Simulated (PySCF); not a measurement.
[Ho(H2O)3]3+ at several levels of theory

Computed with PySCF 2.14.0 (density fitting, no spin-orbit coupling) at the geometry relaxed with PBE0:

```xyz
10
[Ho(H2O)3]3+ (singlet in the valence; each metal's 4f electrons, 10 of them, lie in its core potential, out of spins and levels)
Ho    0.0000    0.0000    0.0000
O     2.2346    0.0000    0.0000
H     2.8517    0.7429    0.2127
H     2.8517   -0.7429   -0.2127
O    -1.1173    1.9352    0.0000
H    -2.0692    2.0982    0.2127
H    -0.7825    2.8411   -0.2127
O    -1.1173   -1.9352    0.0000
H    -0.7825   -2.8411    0.2127
H    -2.0693   -2.0982   -0.2127
```

```json
{"level": "PBE0", "basis": "Ho lcecp-1-SVP with ECP56, O def2-SVP, H def2-SVP", "state": "singlet", "HOMO (eV)": "-25.43", "gap (eV)": "8.28", "charge on Ho1 (e)": "1.95", "population of f-type functions on Ho1 (polarisation alone where 4f lies in the core)": "0.04", "dipole about the centre of mass (D)": "0.00", "largest force component (eV/Å)": "0.00"}
{"level": "PBE0", "basis": "Ho lcecp-1-TZVP with ECP56, O def2-TZVP, H def2-TZVP", "state": "singlet", "HOMO (eV)": "-25.42", "gap (eV)": "8.35", "charge on Ho1 (e)": "2.20", "population of f-type functions on Ho1 (polarisation alone where 4f lies in the core)": "0.05", "dipole about the centre of mass (D)": "0.00", "largest force component (eV/Å)": "0.31"}
```

In the lcecp rows the 4f levels are missing from HOMO and gap, and the state counts the valence alone.

Charges are Mulliken's, which hang on the basis. The relaxation used the grid (50, 194), these runs (75, 302) or, all-electron (x2c bases, spin-free X2C Hamiltonian), (99, 590).

A further run in the first row's basis gives HOMO (eV) -24.39, gap (eV) 6.96, charge on Ho1 (e) 1.92, population of f-type functions on Ho1 (polarisation alone where 4f lies in the core) 0.04, dipole about the centre of mass (D) 0.00, largest force component (eV/Å) 0.23. Which level was it?
A. TPSSh
B. PBE

A. The others give HOMO -23.58 eV (PBE).

In the first row's basis the gap widens with exact exchange: 5.5 eV for PBE (none); 7.0 to 8.3 eV for TPSSh, PBE0 (a fixed share).

A frequency check found unstable modes (1, the lowest at -17 cm⁻¹), so the relaxed geometry is a saddle point, or these are noise. An lcecp potential fixes the number of 4f electrons, so in runs with it no electron can move into or out of that shell.
